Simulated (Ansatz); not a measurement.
Born–Oppenheimer molecular dynamics of CH$_{2}$NSb (5 atoms, charge 0, multiplicity 1). It starts from a relaxed structure.

Theory: RKS r2SCANh-D4/def2-SVP in Ansatz 0.2.0.

| Property | Result |
| --- | --- |
| ensemble | NVT, Langevin thermostat |
| time step | 0.5 fs |
| steps asked | 150 |
| set temperature | 500 K |
| friction | 0.01 /fs |
| seed | 284514 |

Frames 1 fs apart, positions in Å, forces in eV/Å.

Velocities at 60.0 fs (Å/ps):

```
C -8.84 -1.51 2.84
N 2.10 -10.42 4.29
Sb -1.44 0.05 1.95
H 4.20 -12.57 14.88
H 13.20 -36.69 0.79
```

```xyz
5
Properties=species:S:1:pos:R:3:forces:R:3 time_fs=60.0 energy_less_start_eV=0.176 T=445
C -0.327 -0.768 0.323 -0.49 0.32 -1.43
N 0.522 -0.478 1.128 1.05 -0.21 1.57
Sb 0.922 0.825 -0.631 -1.34 0.52 0.54
H -1.217 -1.393 0.237 -0.11 -0.23 0.01
H -0.274 1.956 0.143 0.88 -0.40 -0.69
5
Properties=species:S:1:pos:R:3:forces:R:3 time_fs=61.0 energy_less_start_eV=0.135 T=509
C -0.336 -0.769 0.325 0.01 0.42 -1.02
N 0.525 -0.488 1.132 0.66 -0.28 1.11
Sb 0.920 0.825 -0.629 -1.18 0.19 0.49
H -1.215 -1.410 0.251 -0.15 -0.21 -0.02
H -0.256 1.917 0.141 0.66 -0.13 -0.55
5
Properties=species:S:1:pos:R:3:forces:R:3 time_fs=62.0 energy_less_start_eV=0.111 T=503
C -0.343 -0.769 0.327 0.47 0.47 -0.59
N 0.528 -0.500 1.137 0.23 -0.35 0.61
Sb 0.918 0.825 -0.628 -0.91 -0.21 0.37
H -1.212 -1.428 0.262 -0.13 -0.14 -0.05
H -0.234 1.877 0.134 0.34 0.22 -0.34
5
Properties=species:S:1:pos:R:3:forces:R:3 time_fs=63.0 energy_less_start_eV=0.115 T=530
C -0.349 -0.768 0.327 0.90 0.45 -0.13
N 0.533 -0.512 1.144 -0.24 -0.39 0.07
Sb 0.916 0.825 -0.627 -0.59 -0.65 0.22
H -1.209 -1.447 0.272 -0.03 -0.01 -0.07
H -0.212 1.842 0.124 -0.03 0.60 -0.09
5
Properties=species:S:1:pos:R:3:forces:R:3 time_fs=64.0 energy_less_start_eV=0.146 T=482
C -0.355 -0.767 0.329 1.38 0.46 0.36
N 0.538 -0.525 1.151 -0.72 -0.39 -0.50
Sb 0.914 0.825 -0.625 -0.24 -1.11 0.05
H -1.206 -1.463 0.286 0.00 0.07 -0.10
H -0.191 1.816 0.111 -0.43 0.98 0.19
5
Properties=species:S:1:pos:R:3:forces:R:3 time_fs=65.0 energy_less_start_eV=0.189 T=465
C -0.360 -0.766 0.331 1.63 0.36 0.68
N 0.543 -0.539 1.159 -1.04 -0.34 -0.91
Sb 0.912 0.824 -0.624 0.10 -1.53 -0.11
H -1.205 -1.478 0.295 0.11 0.21 -0.11
H -0.171 1.803 0.096 -0.79 1.30 0.46
5
Properties=species:S:1:pos:R:3:forces:R:3 time_fs=66.0 energy_less_start_eV=0.217 T=387
C -0.363 -0.764 0.336 1.69 0.22 0.83
N 0.547 -0.554 1.165 -1.21 -0.23 -1.15
Sb 0.911 0.824 -0.624 0.29 -1.79 -0.17
H -1.206 -1.486 0.301 0.21 0.33 -0.12
H -0.156 1.804 0.086 -0.98 1.47 0.61
5
Properties=species:S:1:pos:R:3:forces:R:3 time_fs=67.0 energy_less_start_eV=0.199 T=413
C -0.363 -0.762 0.340 1.60 0.07 0.83
N 0.550 -0.570 1.170 -1.21 -0.10 -1.23
Sb 0.909 0.823 -0.623 0.20 -1.75 -0.06
H -1.207 -1.490 0.299 0.29 0.43 -0.11
H -0.153 1.824 0.082 -0.88 1.35 0.57
5
Properties=species:S:1:pos:R:3:forces:R:3 time_fs=68.0 energy_less_start_eV=0.151 T=503
C -0.363 -0.761 0.345 1.49 -0.01 0.71
N 0.552 -0.586 1.173 -1.10 0.03 -1.18
Sb 0.907 0.822 -0.623 -0.10 -1.47 0.19
H -1.206 -1.488 0.294 0.27 0.44 -0.10
H -0.160 1.858 0.085 -0.55 1.01 0.38
5
Properties=species:S:1:pos:R:3:forces:R:3 time_fs=69.0 energy_less_start_eV=0.107 T=550
C -0.362 -0.760 0.350 1.36 -0.02 0.51
N 0.554 -0.601 1.175 -0.89 0.18 -1.04
Sb 0.905 0.821 -0.622 -0.49 -1.07 0.49
H -1.203 -1.482 0.286 0.15 0.36 -0.09
H -0.175 1.901 0.091 -0.14 0.55 0.13
5
Properties=species:S:1:pos:R:3:forces:R:3 time_fs=70.0 energy_less_start_eV=0.085 T=528
C -0.359 -0.760 0.355 1.19 0.05 0.21
N 0.554 -0.616 1.175 -0.55 0.31 -0.76
Sb 0.904 0.821 -0.621 -0.81 -0.68 0.73
H -1.197 -1.472 0.277 -0.05 0.20 -0.09
H -0.188 1.948 0.098 0.22 0.12 -0.09
5
Properties=species:S:1:pos:R:3:forces:R:3 time_fs=71.0 energy_less_start_eV=0.090 T=579
C -0.356 -0.759 0.360 0.89 0.09 -0.19
N 0.554 -0.632 1.175 -0.09 0.44 -0.38
Sb 0.902 0.820 -0.620 -1.03 -0.35 0.91
H -1.191 -1.460 0.264 -0.26 0.04 -0.09
H -0.195 1.990 0.111 0.49 -0.23 -0.25
```

Of the whole run (75 fs, mean temperature of the second half 496 K): A run of 0.075 ps of so small a system gives no equilibrium averages.

Time of the run: 4.9 min on 1 CPU thread of a shared host.
